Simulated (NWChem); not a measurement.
AgI in NWChem

SMILES: [Ag][I]
```xyz
2

Ag     0.0000     0.0000    -1.3700
I      0.0000     0.0000     1.2149
```
Charge 0, spin multiplicity 1.

All runs are NWChem calculations. The geometry was optimised at PBE/def2-SVP with def2 effective core potentials on Ag, I, a minimum by its harmonic frequencies.

Symmetry labels belong to the abelian group C2v used in the runs, with the axes of the coordinates shown; states degenerate in a higher group split over its labels.

Effective core potentials replace the inner electrons of Ag, I; spin-orbit coupling is left out. B3LYP has NWChem's definition, with VWN1-RPA local correlation. The structure started from a generated list of species.

Q: List the lowest 3 singlet excitations that TD-B3LYP/def2-SVPD with def2 effective core potentials on Ag, I, VWN1-RPA local correlation gives, with oscillator strengths.

A: 
| state | symmetry | energy (eV) | wavelength (nm) | f |
|---|---|---|---|---|
| 1 | b2 | 2.25 | 551 | 0.006 |
| 2 | b1 | 2.25 | 551 | 0.006 |
| 3 | a1 | 3.58 | 347 | 0.124 |
